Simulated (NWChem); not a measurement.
System: bromine monochloride (BrCl); SMILES ClBr

NWChem input:

```
start job
memory heap 200 mb stack 900 mb global 1100 mb
geometry units angstroms noautosym nocenter noautoz
  Cl     0.000000     0.000000     1.451792
  Br     0.000000     0.000000    -0.712717
end
basis spherical
  * library sto-3g
end
dft
  xc hfexch
  iterations 150
end
property
  shielding
end
task dft property
```

Excerpt of the output:

```
             Northwest Computational Chemistry Package (NWChem) 7.3.0
             --------------------------------------------------------

                             Geometry "geometry" -> ""
                             -------------------------

 Output coordinates in angstroms (scale by  1.889725989 to convert to a.u.)

  No.       Tag          Charge          X              Y              Z
 ---- ---------------- ---------- -------------- -------------- --------------
    1 Cl                  17.0000     0.00000000     0.00000000     1.45179200
    2 Br                  35.0000     0.00000000     0.00000000    -0.71271700

 Effective nuclear repulsion energy (a.u.)     145.4650745988

  xc_inp: hfexch multiplicative factor not found.
                              NWChem Property Module
                              ----------------------

  itol2e modified to match energy
  convergence criterion.

                                 NWChem DFT Module
                                 -----------------

 Summary of "ao basis" -> "ao basis" (spherical)
 ------------------------------------------------------------------------------
       Tag                 Description            Shells   Functions and Types
 ---------------- ------------------------------  ------  ---------------------
 Cl                          sto-3g                  5        9   3s2p
 Br                          sto-3g                  8       18   4s3p1d

  itol2e modified to match energy
  convergence criterion.

            General Information
            -------------------
          SCF calculation type: DFT
          Wavefunction type:  closed shell.
          No. of atoms     :     2
          No. of electrons :    52
           Alpha electrons :    26
            Beta electrons :    26
          Charge           :     0
          Spin multiplicity:     1
          Use of symmetry is: off; symmetry adaption is: off
          Maximum number of iterations: 150
          AO basis - number of functions:    27
                     number of shells:    13
          Convergence on energy requested:  1.00D-07
          Convergence on density requested:  1.00D-05
          Convergence on gradient requested:  5.00D-04

              XC Information
              --------------
                     Hartree-Fock (Exact) Exchange  1.000

      Superposition of Atomic Density Guess
      -------------------------------------

 Sum of atomic energies:       -2999.19712568

      Non-variational initial energy
      ------------------------------

 Total energy =   -2999.095795
 1-e energy   =   -4482.446776
 2-e energy   =    1337.885907
 HOMO         =      -0.239329
 LUMO         =       0.010130

   convergence    iter        energy       DeltaE   RMS-Dens  Diis-err
 ---------------- ----- ----------------- --------- --------- ---------
 d= 0,ls=0.0,diis     1  -2999.2212525162 -3.14D+03  7.88D-03  2.06D-02
 d= 0,ls=0.0,diis     2  -2999.2268177937 -5.57D-03  1.80D-03  6.85D-04
 d= 0,ls=0.0,diis     3  -2999.2270260311 -2.08D-04  7.21D-05  1.30D-06
 d= 0,ls=0.0,diis     4  -2999.2270263531 -3.22D-07  1.43D-06  7.82D-10
 d= 0,ls=0.0,diis     5  -2999.2270263533 -1.75D-10  1.94D-07  1.63D-11

[...]

          -----------------------------------------
          Chemical Shielding Tensors (GIAO, in ppm)
          -----------------------------------------

                                NWChem CPHF Module
                                ------------------

  scftype          =     RHF
  nclosed          =       26
  nopen            =        0
  variables        =       26
  # of vectors     =        3
  tolerance        = 0.10D-03
  level shift      = 0.00D+00
  max iterations   =       50
  max subspace     =       30

 SCF residual:    5.0012917716951855E-007

Iterative solution of linear equations
  No. of variables       26
  No. of equations        3
  Maximum subspace       30
        Iterations       50
       Convergence  1.0D-04

   iter   nsub   residual    time
   ----  ------  --------  ---------
     1      3    7.99D-01       1.6
     2      6    1.06D-01       1.9
     3      9    5.18D-02       2.4
     4     12    6.11D-03       2.8
     5     15    3.71D-05       3.1

      Atom:    1  Cl
        Diamagnetic
   1120.7216     -0.0000     -0.0000
     -0.0000   1120.7216     -0.0000
     -0.0000     -0.0000   1138.5683

        Paramagnetic
   -102.2292     -0.0000     -0.0000
     -0.0000   -102.2292      0.0000
     -0.0000      0.0000     -0.0000

        Total Shielding Tensor
   1018.4924     -0.0000     -0.0000
     -0.0000   1018.4924      0.0000
     -0.0000      0.0000   1138.5683

           isotropic =    1058.5177
          anisotropy =     120.0759

          Principal Components and Axis System
                 1           2           3
             1138.5683   1018.4924   1018.4924

      1        -0.0000     -0.0000      1.0000
      2         0.0000      1.0000     -0.0000
      3         1.0000      0.0000     -0.0000

      Atom:    2  Br
        Diamagnetic
   3089.5002      0.0000      0.0000
      0.0000   3089.5002     -0.0000
      0.0000     -0.0000   3106.9245

        Paramagnetic
  -1232.4084      0.0000     -0.0000
      0.0000  -1232.4084      0.0000
     -0.0000      0.0000      0.0000

        Total Shielding Tensor
   1857.0918      0.0000     -0.0000
      0.0000   1857.0918      0.0000
     -0.0000      0.0000   3106.9245

           isotropic =    2273.7027
          anisotropy =    1249.8327

          Principal Components and Axis System
                 1           2           3
             3106.9245   1857.0918   1857.0918

      1        -0.0000      1.0000      0.0000
      2         0.0000      0.0000      1.0000
      3         1.0000     -0.0000      0.0000
```

Level: Hartree-Fock/STO-3G, GIAO. STO-3G and 3-21G are far too small for this property and stand as cheap habits. Coordinates come from a PBE0/def2-SVP optimisation. The printed shielding anisotropy is the first printed principal value minus the mean of the other two.
